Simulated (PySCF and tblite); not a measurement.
Values are calculated unless marked as measured or tabulated.
PhCF2CH3, C8H8F2, numbered as in [CH3:1][C:2]([F:3])([F:4])[c:5]1[cH:6][cH:7][cH:8][cH:9][cH:10]1.

First level. Geometries PBE0-D3(BJ)/def2-SVP; weights from PBE0-D3(BJ)/def2-SVPD (IEF-PCM, chloroform) energies and GFN2-xTB thermal corrections, with symmetry numbers and mirror pairs. Conformers within 3 kcal/mol (GFN2-xTB free energy) were kept, 7 at most. GIAO shieldings: WP04/pcSseg-1 (IEF-PCM, chloroform). Shifts are against TMS (¹H), TMS (¹³C), CFCl3 (¹⁹F) at the same level. Run with PySCF (density fitting) and tblite.

It gives, at 298.15 K, with 2 conformers (largest weight 79 %): ¹H: 7.46 (H6/H10, 2H), 7.38 (H8, 1H), 7.38 (H7/H9, 2H), 1.87 (H1, 3H) ppm. ¹³C: 144.9 (C5), 136.2 (C8), 134.4 (C7/C9), 131.8 (C6/C10), 131.0 (C2), 29.9 (C1) ppm. ¹⁹F: -111.5 (F3/F4) ppm.

Second level: PBE0-D3(BJ)/def2-SVP geometries, energies TPSS-D3(BJ)/def2-SVP (IEF-PCM, acetone), shieldings PBE0/pcSseg-1 (IEF-PCM, acetone), on up to 4 of the same conformers.

(1) How do the averaged shifts change?

Unscaled ¹⁹F shifts at such levels can be off by tens of ppm; differences between conformers or isomers are more reliable. Shifts are unscaled: against experiment ¹³C can be off by 15 ppm or more and ¹H by 0.8 ppm.

Results:

(1) 
```
signal   first  second  change (ppm)
    H1    1.87    1.84         -0.04
H6/H10    7.46    7.82          0.36
 H7/H9    7.38    7.79          0.41
    H8    7.38    7.78          0.40
    C1    29.9    29.9           0.1
    C2   131.0   126.0          -5.0
    C5   144.9   145.9           1.0
C6/C10   131.8   131.8           0.1
 C7/C9   134.4   135.5           1.1
    C8   136.2   137.1           0.9
 F3/F4  -111.5  -112.5          -1.0
```

The largest weight becomes 85 %.
